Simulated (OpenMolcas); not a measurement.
# Yb⁴⁺: CASPT2 settings compared

```json
{
  "Program": "OpenMolcas 26.06",
  "Basis": "ANO-R3 [9s8p5d5f3g2h]",
  "Scalar Hamiltonian": "X2C, finite nucleus",
  "Active space": "12 electrons in 7 orbitals (4f)",
  "State averaging": "2S+1 = 3 even, 21 roots; 2S+1 = 1 even, 27 roots kept (CI in the orbitals of an earlier block)",
  "Spin-orbit coupling": "RASSI with atomic mean-field integrals over the reference wave functions, term energies averaged over their components"
}
```

Methods on the same reference wave functions:
A. CASSCF
B. SS-CASPT2, IPEA 0.1 Eh, sigma1 regulariser 0.1 Eh (closed shells correlated: 5s 5p)
C. XMS-CASPT2, IPEA 0.75 Eh, imaginary shift 0.05 Eh (closed shells correlated: 5s 5p)
D. XMS-CASPT2, IPEA 0.35 Eh, sigma2 regulariser 0.2 Eh (closed shells correlated: 5s 5p)

Energies in eV above 4f¹² ³H₆, the measured ground level; measured values from the list in Tchang-Brillet, Wyart, Meftah and Ait Mammar, Atoms 6, 52 (2018).

```json
{"Level": "4f¹² ³H₆", "A": "0.0000", "B": "0.0000", "C": "0.0000", "D": "0.0000", "Measured": "0.0000"}
{"Level": "4f¹² ³F₄ [55 %]", "A": "0.9031", "B": "0.756", "C": "0.799", "D": "0.792", "Measured": ""}
{"Level": "4f¹² ³H₅", "A": "1.2017", "B": "1.205", "C": "1.205", "D": "1.205", "Measured": "1.1878"}
{"Level": "4f¹² ³H₄ [57 %]", "A": "1.8842", "B": "1.814", "C": "1.831", "D": "1.828", "Measured": "1.7860"}
{"Level": "4f¹² ³F₃", "A": "2.2678", "B": "2.012", "C": "2.080", "D": "2.076", "Measured": "2.0299"}
{"Level": "4f¹² ³F₂", "A": "2.4287", "B": "2.110", "C": "2.172", "D": "2.164", "Measured": "2.0925"}
{"Level": "4f¹² ¹G₄ [56 %]", "A": "3.1039", "B": "3.091", "C": "3.094", "D": "3.086", "Measured": "2.9995"}
{"Level": "4f¹² ¹I₆", "A": "5.6096", "B": "5.179", "C": "5.191", "D": "5.173", "Measured": "4.8401"}
{"Level": "4f¹² ³P₁", "A": "6.1770", "B": "5.304", "C": "5.317", "D": "5.301", "Measured": ""}
{"Level": "4f¹² ³P₂ [58 %]", "A": "6.3148", "B": "5.562", "C": "5.588", "D": "5.571", "Measured": "5.3461"}
{"Level": "4f¹² ³P₀", "A": "6.3705", "B": "5.498", "C": "5.511", "D": "5.495", "Measured": ""}
```

Deviations, from unrounded energies. A percentage is the sum of absolute deviations over the sum of measured energies, with the sign that they share, or ± where signs differ.

| Against measurement | Levels | A | B | C | D |
| --- | --- | --- | --- | --- | --- |
| mean absolute deviation (cm-1) | 7 | 2900 | 840 | 1000 | 950 |
| fine structure of the ground term (%) | 2 | +3.8 | +1.5 | +2.1 | +2.0 |
| other terms of the ground configuration (%) | 5 | +14.0 | ±3.9 | +4.7 | +4.4 |

B lies closest to measurement on these levels and A furthest from it. The largest miss of B in the table is 4f¹² ¹I₆, by +2700 cm-1. The ranking rests on the paired levels alone, and a cruder setting can come out closer through cancelling errors.

Among B to D the level of the table that moves most is 4f¹² ³F₃, by 550 cm-1 (lowest in B, highest in C). Moves below CASPT2's spread within the term are not significant.

The mean deviations of B to D differ by less than CASPT2's widest spread within a term (1200 cm-1), so their order carries little weight.

From A to B the spin-free energies of the other terms of 4f¹² shown, above ³H, scale by factors of 0.76 to 1.02.

The lowest spin-free term lies below A's lowest term by 1.101 hartree in B, 1.095 hartree in C, 1.101 hartree in D.

Term energies are means over components that CASPT2 splits; among the terms shown or strongly mixed into the levels shown the widest spread is 1200 cm-1 (4f¹² ¹I, C). Terms from blocks run as CI alone lack orbitals of their own. Without dynamic correlation excited terms often stand tens of per cent too high (terms of higher spin than the ground term too low), and those without a measured partner can miss by more than the paired ones (holds for A). The CASPT2 spread within a term exceeds the gap to the next term for 4f¹² ³P and 4f¹² ¹I, so the order of their levels is uncertain (holds for B; C; D). Measured partners are found by configuration, term and J. A level has none where our copy of the source lacks it or the pairing is in doubt (some pairs that miss far off the trend of their configuration count as doubtful), and it then counts in no deviation. Levels of configurations outside the active space are missing. The table leaves out levels that lie high or whose names do not pair safely across all columns.

A share in square brackets marks a mixed level and gives the weight of the term that names it, the lowest over the columns.
